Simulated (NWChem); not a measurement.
System: C2H8BN; SMILES CBNC

The following NWChem deck was run.

```
start job
memory heap 200 mb stack 900 mb global 1100 mb
geometry units angstroms noautosym nocenter noautoz
  B     -0.708034    -0.687847     0.138280
  H     -1.839603    -1.127362     0.293735
  C      0.515688    -1.682392     0.052120
  H      1.514247    -1.221802    -0.089090
  H      0.353517    -2.403027    -0.778927
  H      0.556134    -2.305426     0.972146
  N     -0.614079     0.711697     0.049387
  C      0.557086     1.547729    -0.132752
  H     -1.483610     1.245260     0.120273
  H      0.700606     2.253441     0.715114
  H      0.494809     2.154304    -1.063180
  H      1.464260     0.919334    -0.202720
end
basis spherical
  * library def2-svp
end
dft
  xc hfexch
  iterations 150
end
property
  efieldgrad
end
task dft property
```

Excerpt of the output:

```
             Northwest Computational Chemistry Package (NWChem) 7.3.0
             --------------------------------------------------------

                             Geometry "geometry" -> ""
                             -------------------------

 Output coordinates in angstroms (scale by  1.889725989 to convert to a.u.)

  No.       Tag          Charge          X              Y              Z
 ---- ---------------- ---------- -------------- -------------- --------------
    1 B                    5.0000    -0.70803400    -0.68784700     0.13828000
    2 H                    1.0000    -1.83960300    -1.12736200     0.29373500
    3 C                    6.0000     0.51568800    -1.68239200     0.05212000
    4 H                    1.0000     1.51424700    -1.22180200    -0.08909000
    5 H                    1.0000     0.35351700    -2.40302700    -0.77892700
    6 H                    1.0000     0.55613400    -2.30542600     0.97214600
    7 N                    7.0000    -0.61407900     0.71169700     0.04938700
    8 C                    6.0000     0.55708600     1.54772900    -0.13275200
    9 H                    1.0000    -1.48361000     1.24526000     0.12027300
   10 H                    1.0000     0.70060600     2.25344100     0.71511400
   11 H                    1.0000     0.49480900     2.15430400    -1.06318000
   12 H                    1.0000     1.46426000     0.91933400    -0.20272000

 Effective nuclear repulsion energy (a.u.)     114.8912650327

  xc_inp: hfexch multiplicative factor not found.
                              NWChem Property Module
                              ----------------------

  itol2e modified to match energy
  convergence criterion.

                                 NWChem DFT Module
                                 -----------------

 Summary of "ao basis" -> "ao basis" (spherical)
 ------------------------------------------------------------------------------
       Tag                 Description            Shells   Functions and Types
 ---------------- ------------------------------  ------  ---------------------
 B                          def2-svp                 6       14   3s2p1d
 H                          def2-svp                 3        5   2s1p
 C                          def2-svp                 6       14   3s2p1d
 N                          def2-svp                 6       14   3s2p1d

  itol2e modified to match energy
  convergence criterion.

            General Information
            -------------------
          SCF calculation type: DFT
          Wavefunction type:  closed shell.
          No. of atoms     :    12
          No. of electrons :    32
           Alpha electrons :    16
            Beta electrons :    16
          Charge           :     0
          Spin multiplicity:     1
          Use of symmetry is: off; symmetry adaption is: off
          Maximum number of iterations: 150
          AO basis - number of functions:    96
                     number of shells:    48
          Convergence on energy requested:  1.00D-07
          Convergence on density requested:  1.00D-05
          Convergence on gradient requested:  5.00D-04

              XC Information
              --------------
                     Hartree-Fock (Exact) Exchange  1.000

      Superposition of Atomic Density Guess
      -------------------------------------

 Sum of atomic energies:        -157.99202938

      Non-variational initial energy
      ------------------------------

 Total energy =    -160.480819
 1-e energy   =    -437.746790
 2-e energy   =     162.374706
 HOMO         =      -0.326724
 LUMO         =       0.041731

   convergence    iter        energy       DeltaE   RMS-Dens  Diis-err
 ---------------- ----- ----------------- --------- --------- ---------
 d= 0,ls=0.0,diis     1   -159.3980704292 -2.74D+02  4.87D-03  3.18D-01
 d= 0,ls=0.0,diis     2   -159.4462478703 -4.82D-02  1.60D-03  3.56D-02
 d= 0,ls=0.0,diis     3   -159.4511386545 -4.89D-03  5.98D-04  5.63D-03
 d= 0,ls=0.0,diis     4   -159.4519379939 -7.99D-04  1.11D-04  1.45D-04
 d= 0,ls=0.0,diis     5   -159.4519616499 -2.37D-05  4.85D-05  1.21D-05
  Resetting Diis
 d= 0,ls=0.0,diis     6   -159.4519642738 -2.62D-06  9.10D-06  2.88D-07
 d= 0,ls=0.0,diis     7   -159.4519643652 -9.15D-08  1.83D-06  2.47D-08

         Total DFT energy =     -159.451964365234
      One electron energy =     -441.774598291510
           Coulomb energy =      191.123398880303
    Exchange-Corr. energy =      -23.692029986692
 Nuclear repulsion energy =      114.891265032666

 Numeric. integr. density =        0.000000000000

                       DFT Final Molecular Orbital Analysis
                       ------------------------------------

 Vector   14  Occ=2.000000D+00  E=-4.953536D-01
              MO Center=  5.2D-03, -1.1D+00,  7.8D-02, r^2= 2.9D+00
   Bfn.  Coefficient  Atom+Function         Bfn.  Coefficient  Atom+Function
  ----- ------------  ---------------      ----- ------------  ---------------
    24      0.343064   3 C  py                5      0.279348   1 B  py
    53     -0.239944   7 N  py               27      0.194627   3 C  py
    39     -0.185224   5 H  s                44     -0.185236   6 H  s
    15      0.155210   2 H  s                34      0.148293   4 H  s
     2      0.120226   1 B  s                56      0.109064   7 N  py

 Vector   15  Occ=2.000000D+00  E=-4.411755D-01
              MO Center= -5.9D-01, -9.8D-01,  1.4D-01, r^2= 2.5D+00
   Bfn.  Coefficient  Atom+Function         Bfn.  Coefficient  Atom+Function
  ----- ------------  ---------------      ----- ------------  ---------------
     4      0.367252   1 B  px               15      0.315373   2 H  s
    23      0.285667   3 C  px               16      0.197253   2 H  s
    34      0.165110   4 H  s                26      0.154602   3 C  px
    24     -0.144103   3 C  py               52     -0.120725   7 N  px
    77     -0.112196   9 H  s                 7     -0.107921   1 B  px

[...]

          -----------------------
          Electric field gradient
          -----------------------

 1 a.u. = 0.324123 10**(16) esu/cm**3  ( or statvolts/cm**2 ) = 0.97174 10**(22) v/m**2

 ------------------------------------------------------------
   Atom      X         Y         Z
 ------------------------------------------------------------
    1 B   -1.33799  -1.29984   0.26131
 ------------------------------------------------------------

 Electric field gradient in molecular frame (a.u.)
         XX             YY             ZZ             XY             XZ             YZ
 ------------------------------------------------------------------------------------------
        0.218120       0.188399      -0.406519      -0.035026      -0.071480      -0.029667

 Principal components (a.u.) and orientation
 of principal axis w.r.t. absolute frame                      Asymmetry parameter eta
 --------------------------------------------------------------------------------------
       -0.416445       0.244427       0.172017                       0.173876

        0.114778       0.862408       0.493030
        0.055296      -0.501087       0.863628
        0.991851      -0.071863      -0.105201

 ------------------------------------------------------------
   Atom      X         Y         Z
 ------------------------------------------------------------
    2 H   -3.47635  -2.13041   0.55508
 ------------------------------------------------------------

 Electric field gradient in molecular frame (a.u.)
         XX             YY             ZZ             XY             XZ             YZ
 ------------------------------------------------------------------------------------------
       -0.162698       0.065362       0.097336      -0.104812       0.036516       0.014192

 Principal components (a.u.) and orientation
 of principal axis w.r.t. absolute frame                      Asymmetry parameter eta
 --------------------------------------------------------------------------------------
       -0.208568       0.106214       0.102353                       0.018512

        0.924186      -0.364288       0.114778
        0.360198       0.931235       0.055306
       -0.127033      -0.009771       0.991850

 ------------------------------------------------------------
   Atom      X         Y         Z
 ------------------------------------------------------------
    3 C    0.97451  -3.17926   0.09849
 ------------------------------------------------------------

 Electric field gradient in molecular frame (a.u.)
         XX             YY             ZZ             XY             XZ             YZ
 ------------------------------------------------------------------------------------------
        0.054369       0.044287      -0.098656      -0.129791      -0.010570       0.007004

 Principal components (a.u.) and orientation
 of principal axis w.r.t. absolute frame                      Asymmetry parameter eta
 --------------------------------------------------------------------------------------
        0.179775      -0.099488      -0.080287                       0.106808

        0.720247       0.114792       0.684154
       -0.692272       0.055306       0.719514
       -0.044757       0.991849      -0.119301

 ------------------------------------------------------------
   Atom      X         Y         Z
 ------------------------------------------------------------
    4 H    2.86151  -2.30887  -0.16836
 ------------------------------------------------------------

 Electric field gradient in molecular frame (a.u.)
         XX             YY             ZZ             XY             XZ             YZ
 ------------------------------------------------------------------------------------------
       -0.210415       0.068572       0.141843      -0.171800       0.051176       0.024368

 Principal components (a.u.) and orientation
 of principal axis w.r.t. absolute frame                      Asymmetry parameter eta
 --------------------------------------------------------------------------------------
       -0.299501       0.150378       0.149122                       0.004194

        0.895512      -0.429969       0.114826
        0.426418       0.902843       0.055151
       -0.127383      -0.000424       0.991853

 ------------------------------------------------------------
   Atom      X         Y         Z
 ------------------------------------------------------------
    5 H    0.66805  -4.54106  -1.47196
 ------------------------------------------------------------

 Electric field gradient in molecular frame (a.u.)
         XX             YY             ZZ             XY             XZ             YZ
 ------------------------------------------------------------------------------------------
        0.137465      -0.036475      -0.100990      -0.044058      -0.047438      -0.214230

 Principal components (a.u.) and orientation
 of principal axis w.r.t. absolute frame                      Asymmetry parameter eta
 --------------------------------------------------------------------------------------
       -0.295055       0.149978       0.145077                       0.016608

        0.147936      -0.642063       0.752244
        0.645785       0.638788       0.418225
        0.749051      -0.423917      -0.509134

 ------------------------------------------------------------
   Atom      X         Y         Z
 ------------------------------------------------------------
    6 H    1.05094  -4.35662   1.83709
 ------------------------------------------------------------

 Electric field gradient in molecular frame (a.u.)
         XX             YY             ZZ             XY             XZ             YZ
 ------------------------------------------------------------------------------------------
        0.145959       0.010457      -0.156416       0.006702      -0.013939       0.205231

 Principal components (a.u.) and orientation
 of principal axis w.r.t. absolute frame                      Asymmetry parameter eta
 --------------------------------------------------------------------------------------
       -0.295054       0.149977       0.145077                       0.016609

        0.034687      -0.536758       0.843023
       -0.557814       0.689513       0.461969
        0.829241       0.486274       0.275493

 ------------------------------------------------------------
   Atom      X         Y         Z
 ------------------------------------------------------------
    7 N   -1.16044   1.34491   0.09333
 ------------------------------------------------------------

 Electric field gradient in molecular frame (a.u.)
         XX             YY             ZZ             XY             XZ             YZ
 ------------------------------------------------------------------------------------------
       -0.594722      -0.105106       0.699828      -0.017982       0.153179       0.048086

 Principal components (a.u.) and orientation
 of principal axis w.r.t. absolute frame                      Asymmetry parameter eta
 --------------------------------------------------------------------------------------
        0.720235      -0.613683      -0.106552                       0.704119

        0.114784       0.992013      -0.052287
        0.055286       0.046174       0.997402
        0.991851      -0.117377      -0.049544

 ------------------------------------------------------------
   Atom      X         Y         Z
 ------------------------------------------------------------
    8 C    1.05274   2.92478  -0.25086
 ------------------------------------------------------------

 Electric field gradient in molecular frame (a.u.)
         XX             YY             ZZ             XY             XZ             YZ
 ------------------------------------------------------------------------------------------
       -0.085249       0.010260       0.074989      -0.138780       0.026768       0.019904

 Principal components (a.u.) and orientation
 of principal axis w.r.t. absolute frame                      Asymmetry parameter eta
 --------------------------------------------------------------------------------------
       -0.188482       0.109286       0.079197                       0.159638

        0.807452      -0.578660       0.114780
        0.576412       0.815285       0.055304
       -0.125581       0.021505       0.991850

 ------------------------------------------------------------
   Atom      X         Y         Z
 ------------------------------------------------------------
    9 H   -2.80362   2.35320   0.22728
 ------------------------------------------------------------

 Electric field gradient in molecular frame (a.u.)
         XX             YY             ZZ             XY             XZ             YZ
 ------------------------------------------------------------------------------------------
       -0.234389       0.011164       0.223225       0.243850       0.039794      -0.016193

 Principal components (a.u.) and orientation
 of principal axis w.r.t. absolute frame                      Asymmetry parameter eta
 --------------------------------------------------------------------------------------
       -0.387567       0.226927       0.160640                       0.171035

        0.849810       0.114784       0.514439
       -0.522524       0.055289       0.850830
       -0.069219       0.991851      -0.106962

[...]
```

Level: Hartree-Fock/def2-SVP. Coordinates come from a PBE-D3(BJ)/def2-SVP optimisation. NWChem prints the field gradient with the sign opposite to the second derivative of the potential.
